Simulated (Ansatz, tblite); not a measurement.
Isomers of Na₁₁⁺ (singlet), found by a short tight-binding search and relaxed with PBE/def2-SVP in Ansatz.

The xTB rows come from tblite. Correlated methods freeze 11 core orbitals; core or outer-core shells of Na are correlated, in sets that lack core-valence functions.

Run but left out: HF/def2-SVP (A: restricted singlet, unstable towards broken spin symmetry).

A: The restricted singlet is unstable towards broken spin symmetry in Hartree–Fock (as tested in another run); at PBE/def2-SVP, PBE/def2-TZVP, revPBE/def2-TZVP, r2SCAN/def2-TZVP and others this wasn't settled. At MP2/def2-SVP the restricted singlet (for correlated methods, its reference) is unstable: a solution with broken spin symmetry lies lower. B: The restricted singlet is unstable towards broken spin symmetry in Hartree–Fock (as tested in another run); at PBE/def2-SVP, PBE/def2-TZVP, revPBE/def2-TZVP, r2SCAN/def2-TZVP and others this wasn't settled. At MP2/def2-SVP the restricted singlet (for correlated methods, its reference) is unstable: a solution with broken spin symmetry lies lower. C: The restricted singlet is unstable towards broken spin symmetry in Hartree–Fock (as tested in another run); at PBE/def2-SVP, PBE/def2-TZVP, revPBE/def2-TZVP, r2SCAN/def2-TZVP and others this wasn't settled. At MP2/def2-SVP the restricted singlet (for correlated methods, its reference) is unstable: a solution with broken spin symmetry lies lower. D: The restricted singlet is unstable towards broken spin symmetry in Hartree–Fock (as tested in another run); at PBE/def2-SVP, PBE/def2-TZVP, revPBE/def2-TZVP, r2SCAN/def2-TZVP and others this wasn't settled. At MP2/def2-SVP the restricted singlet (for correlated methods, its reference) is unstable: a solution with broken spin symmetry lies lower. E: The restricted singlet is unstable towards broken spin symmetry in Hartree–Fock (as tested in another run); at PBE/def2-SVP, PBE/def2-TZVP, revPBE/def2-TZVP, r2SCAN/def2-TZVP and others this wasn't settled. At MP2/def2-SVP the restricted singlet (for correlated methods, its reference) is unstable: a solution with broken spin symmetry lies lower.

Other spin states weren't relaxed.

A:

Cartesian coordinates in Å:
```
Na 1.188 -0.994 -5.804
Na 0.120 -0.339 2.628
Na -1.386 1.924 0.265
Na 1.801 0.619 -0.353
Na -3.401 -0.490 2.172
Na 1.468 2.920 2.337
Na -0.471 0.818 -3.071
Na 1.932 -2.851 0.902
Na -1.223 -1.494 -0.466
Na -1.682 2.123 4.139
Na 1.654 -2.236 -2.749
```

B:

Cartesian coordinates in Å:
```
Na -2.362 0.789 -1.180
Na -0.053 -0.168 1.938
Na 0.184 1.766 -3.536
Na -3.081 -1.603 1.477
Na -2.910 0.505 -4.526
Na 2.757 -1.968 1.563
Na 3.424 3.024 -3.319
Na -0.103 -1.788 -1.130
Na 2.410 0.790 -0.919
Na 1.666 -0.819 4.873
Na -1.932 -0.527 4.759
```

C:

```xyz
11

Na    2.913   -2.371    1.789
Na    4.051    0.875    1.046
Na   -0.771   -2.308    1.080
Na    1.446    2.235   -1.767
Na   -2.924    0.592    1.616
Na    1.325   -4.353   -1.074
Na   -2.066    3.324   -0.608
Na   -5.197    2.338   -0.857
Na   -1.359    0.006   -1.572
Na    0.628    0.739    1.603
Na    1.956   -1.077   -1.256
```

D:

```xyz
11

Na   -1.170   -1.613    1.920
Na   -0.399    1.872    2.550
Na    0.641   -2.034   -0.988
Na   -0.603    0.335   -3.332
Na   -3.005   -2.245   -1.175
Na    1.074    1.900   -0.671
Na    2.220   -0.521    1.699
Na    4.486    2.431    0.452
Na    3.813   -0.242   -1.547
Na   -2.248    1.036   -0.302
Na   -4.810   -0.919    1.394
```

E:

Cartesian coordinates in Å:
```
Na 2.304 -0.695 0.731
Na 2.475 -3.024 3.493
Na -1.210 2.378 -3.804
Na -3.976 2.156 -1.696
Na -0.975 0.257 -0.950
Na 5.136 0.419 -0.942
Na -3.677 0.114 1.396
Na 2.037 1.541 -2.099
Na -0.719 -1.861 2.021
Na 5.293 -2.037 1.854
Na -6.687 0.753 -0.002
```

Problem. Estimate which lies lowest at each level, and how far above it the others are (eV).

Solution. 
```tsv
level	A	B	C	D	E
GFN1-xTB	0.23	0.52	0.41	0.24	0.00
GFN2-xTB	0.25	0.19	0.43	0.22	0.00
PBE/def2-SVP	0.07	0.59	0.18	0.00	0.74
PBE/def2-TZVP	0.06	0.56	0.18	0.00	0.68
revPBE/def2-TZVP	0.05	0.49	0.16	0.00	0.59
r2SCAN/def2-TZVP	0.06	0.63	0.18	0.00	0.80
PBE0/def2-SVP	0.07	0.58	0.18	0.00	0.79
PBE0/def2-TZVP	0.07	0.55	0.18	0.00	0.73
r2SCAN0/def2-TZVP	0.07	0.60	0.18	0.00	0.81
RPA@PBE/def2-SVP	0.07	0.66	0.18	0.00	0.90
MP2/def2-SVP	0.11	0.71	0.25	0.00	1.00
```
Point groups (tolerance 0.1 Å): A not assigned, B not assigned, C not assigned, D not assigned, E not assigned. Lower isomers may exist.
